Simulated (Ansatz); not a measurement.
The lowest singlet and triplet of C4H4S (SMILES c1ccsc1); geometries from B3LYP-D3(BJ)/def2-TZVP, each state relaxed from the structure named, with no frequency check.
Singlet (charge 0, multiplicity 1):
```xyz
9

C      0.464    -1.207     0.662
C     -0.933    -0.993     0.503
C     -1.214     0.181    -0.135
S      0.220     1.032    -0.547
C      1.212    -0.191     0.141
H      0.892    -2.075     1.142
H     -1.693    -1.679     0.848
H     -2.179     0.589    -0.385
H      2.285    -0.094     0.123
```
Triplet (charge 0, multiplicity 3):
```xyz
9

C      0.416    -1.308     0.597
C     -0.904    -1.106     0.447
C     -1.222     0.163    -0.208
S      0.222     1.175    -0.374
C      1.230    -0.212     0.070
H      0.862    -2.187     1.041
H     -1.675    -1.799     0.752
H     -2.067     0.313    -0.866
H      2.205    -0.341    -0.380
```

```
level                                         gap E(singlet) − E(triplet), adiabatic (eV)  cost
--------------------------------------------  -------------------------------------------  ----
U-HF/cc-pV(D+d)Z (spin-contaminated)                                               -2.277     -
R-HF/cc-pV(T+d)Z                                                                   -2.284     -
U-HF/cc-pV(T+d)Z (spin-contaminated)                                               -2.291     -
R-SVWN5/def2-TZVPP                                                                 -3.589  ×0.7
U-SVWN5/def2-TZVPP                                                                 -3.589  ×0.8
R-PBE/def2-TZVPP                                                                   -3.257    ×1
U-PBE/def2-TZVPP                                                                   -3.257    ×1
U-r2SCAN/def2-TZVPP                                                                -3.084    ×2
R-B3LYP/def2-TZVPP                                                                 -3.207  ×0.7
U-B3LYP/def2-TZVPP                                                                 -3.207  ×0.9
R-PBE0/def2-TZVPP                                                                  -3.182  ×0.8
U-PBE0/def2-TZVPP                                                                  -3.182    ×1
R-BHLYP/def2-TZVPP                                                                 -3.064    ×1
U-BHLYP/def2-TZVPP                                                                 -3.064    ×1
R-wB97X-V/def2-TZVPP                                                               -3.265    ×2
U-wB97X-V/def2-TZVPP                                                               -3.265    ×2
R-wB97M-V/def2-TZVPP                                                               -3.366    ×2
R-B2PLYP/def2-TZVPP                                                                -3.352    ×2
U-B2PLYP/def2-TZVPP                                                                -3.352    ×2
R-MP2/cc-pV(D+d)Z                                                                  -3.747     -
U-MP2/cc-pV(D+d)Z (spin-contaminated)                                              -3.507     -
R-MP2/cc-pV(T+d)Z                                                                  -3.854     -
U-MP2/cc-pV(T+d)Z (spin-contaminated)                                              -3.595     -
R-SCS-MP2/cc-pV(D+d)Z                                                              -3.623     -
U-SCS-MP2/cc-pV(D+d)Z (spin-contaminated)                                          -3.389     -
U-SCS-MP2/cc-pV(T+d)Z (spin-contaminated)                                          -3.486     -
R-CCSD/cc-pV(D+d)Z                                                                 -3.137     -
U-CCSD/cc-pV(D+d)Z (spin-contaminated)                                             -3.125     -
R-CCSD/cc-pV(T+d)Z                                                                 -3.187     -
U-CCSD/cc-pV(T+d)Z (spin-contaminated)                                             -3.173     -
R-CCSD(T)/cc-pV(D+d)Z                                                              -3.251    ×3
U-CCSD(T)/cc-pV(D+d)Z (spin-contaminated)                                          -3.240    ×4
R-CCSD(T)/cc-pV(T+d)Z                                                              -3.322   ×30
SA-CASSCF(6,5)/cc-pV(D+d)Z                                                         -3.052     -
SA-CASSCF(6,5)/cc-pV(T+d)Z                                                         -3.087     -
SC-NEVPT2 on SA-CASSCF(6,5)/cc-pV(D+d)Z                                            -3.535     -
SC-NEVPT2 on SA-CASSCF(6,5)/cc-pV(T+d)Z                                            -3.615     -
FIC-NEVPT4(SD) on SA-CASSCF(6,5)/cc-pV(D+d)Z                                       -3.245     -
FIC-NEVPT4(SD) on SA-CASSCF(6,5)/cc-pV(T+d)Z                                       -3.325     -
FIC-MRCISD+Q on SA-CASSCF(6,5)/cc-pV(T+d)Z                                         -3.311     -
```

The rows run from -3.854 (R-MP2/cc-pV(T+d)Z) to -2.277 eV (U-HF/cc-pV(D+d)Z (spin-contaminated)). In cc-pV(T+d)Z the value moves R-HF -2.284, R-MP2 -3.854, R-CCSD -3.187, R-CCSD(T) -3.322, a shift of -1.039 from R-HF to R-CCSD(T). From cc-pV(D+d)Z to cc-pV(T+d)Z R-CCSD(T) changes by -0.072. The 8 U-functionals in def2-TZVPP without D3 or D4 span 0.525, from U-SVWN5 to U-BHLYP.

A positive gap puts the triplet lower; no zero-point energy. R- takes a restricted singlet. U- takes an unrestricted singlet (broken symmetry where lower, unprojected). The triplet is unrestricted in single-reference levels. Active spaces average the two states.

Cores are frozen in the correlated methods.

Doubts at one or more of the structures used: a restricted determinant that unrestricted orbitals would lower (R-HF/cc-pV(T+d)Z, R-MP2/cc-pV(D+d)Z, R-MP2/cc-pV(T+d)Z, R-SCS-MP2/cc-pV(D+d)Z, R-CCSD/cc-pV(D+d)Z, R-CCSD/cc-pV(T+d)Z, R-CCSD(T)/cc-pV(D+d)Z, R-CCSD(T)/cc-pV(T+d)Z).

The values were computed with Ansatz (a program for electronic structure). Each number belongs to the level named beside it.

Costs are rough ratios of core time to R-PBE/def2-TZVPP (about 30 s over the structures, on one shared machine); a dash marks a level with no comparable run of its own.
